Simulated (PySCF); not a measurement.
In(OH) (HInO), SMILES [OH][In] (connectivity only; charge and spin as stated), neutral, multiplicity 1.

Geometry: B3LYP-D3(BJ)/def2-TZVP. The geometry has at least one imaginary mode, so it is a saddle point at that level. The def2 effective core potentials stand for the cores of In; spin–orbit coupling is left out.

Computed with TDDFT-PBE/def2-TZVPD in PySCF.

Vertical excitations; the highest root listed may be one member of a degenerate set. Gas-phase values at a fixed geometry. State labels are in the subgroup C2v.

Computed excitation energies, oscillator strengths and character:
```csv
state,symmetry,energy (eV),λ (nm),f,main pairs
S1,A2,4.42,280,0.000,"HOMO→LUMO 50 %, HOMO−1→LUMO+1 50 %"
S2,A2,4.50,275,0.000,"HOMO−1→LUMO+1, HOMO→LUMO (degenerate set)"
S3,A1,4.50,275,0.000,"HOMO→LUMO+1, HOMO−1→LUMO (degenerate set)"
S4,A1,5.35,232,0.036,"HOMO−1→LUMO 44 %, HOMO→LUMO+1 44 %, HOMO−2→LUMO+2 9 %"
S5,B2,5.54,224,0.212,HOMO−2→LUMO+1 (degenerate set)
S6,B1,5.54,224,0.212,HOMO−2→LUMO (degenerate set)
S7,B2,5.82,213,0.108,HOMO→LUMO+2 (degenerate set)
S8,B1,5.82,213,0.108,HOMO−1→LUMO+2 (degenerate set)
S9,B2,6.42,193,0.022,HOMO→LUMO+3 (degenerate set)
S10,B1,6.42,193,0.022,HOMO−1→LUMO+3 (degenerate set)
T1,A1,4.11,302,0,"HOMO→LUMO+1 50 %, HOMO−1→LUMO 50 %"
T2,B2,4.14,300,0,HOMO−2→LUMO+1 (degenerate set)
T3,B1,4.14,300,0,HOMO−2→LUMO (degenerate set)
T4,A2,4.22,293,0,"HOMO→LUMO 50 %, HOMO−1→LUMO+1 50 %"
```
Triplets are in the Tamm–Dancoff approximation, which puts them higher than full response would, so one can lie above its singlet here.
